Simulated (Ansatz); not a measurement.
**Ligand exchange: Si(CH3)3Cl + AlHF2 → SiH(CH3)3 + AlClF2**

Gas-phase species: Si(CH3)3Cl (chlorotrimethylsilane), singlet; AlHF2 `[F][AlH][F]`, singlet; SiH(CH3)3 (trimethylsilane), singlet; AlClF2 `[F][Al]([F])[Cl]`, singlet. The partners trade Cl for H: Si–Cl and Al–H bonds give way to Si–H and Al–Cl.

Shapes, held fixed at every level: PBE0-D4/def2-TZVP. Programs: Ansatz 0.2.0. The zero-point and thermal change to 298 K, harmonic and unscaled (PBE0-D4/def2-TZVP), is +2.9 kJ/mol.

(1) Estimate ΔH(298 K) of this reaction.

## Answers

(1) The highest level, CCSD(T)/CBS estimate, gives ΔH(298 K) = -29.8 kJ/mol; the levels span -37.5 to -24.9. The column of differences is taken from that level and isn't an error. No measured value is set beside it here. The CBS estimate extrapolates MP2 from def2-TZVPP and def2-QZVPP and adds CCSD(T) − MP2 in the triple-zeta set, cores frozen.

```json
{"level": "HF/def2-TZVPP", "kind": "Hartree–Fock", "ΔH(298 K) (kJ/mol)": "-37.5", "less CCSD(T)/CBS estimate": "-7.7"}
{"level": "PBE-D4/def2-TZVPP", "kind": "GGA", "ΔH(298 K) (kJ/mol)": "-24.9", "less CCSD(T)/CBS estimate": "+4.9"}
{"level": "r2SCAN-D4/def2-TZVPP", "kind": "meta-GGA", "ΔH(298 K) (kJ/mol)": "-31.0", "less CCSD(T)/CBS estimate": "-1.2"}
{"level": "BHLYP-D4/def2-TZVPP", "kind": "global hybrid", "ΔH(298 K) (kJ/mol)": "-29.1", "less CCSD(T)/CBS estimate": "+0.7"}
{"level": "r2SCAN0-D4/def2-TZVPP", "kind": "global hybrid", "ΔH(298 K) (kJ/mol)": "-31.1", "less CCSD(T)/CBS estimate": "-1.3"}
{"level": "wB97X-V/def2-TZVPP", "kind": "range-separated hybrid", "ΔH(298 K) (kJ/mol)": "-26.5", "less CCSD(T)/CBS estimate": "+3.3"}
{"level": "MP2/def2-TZVPP", "kind": "perturbation theory", "ΔH(298 K) (kJ/mol)": "-28.3", "less CCSD(T)/CBS estimate": "+1.5"}
{"level": "CCSD(T)/CBS estimate", "kind": "coupled cluster or CI", "ΔH(298 K) (kJ/mol)": "-29.8", "less CCSD(T)/CBS estimate": "0.0"}
```
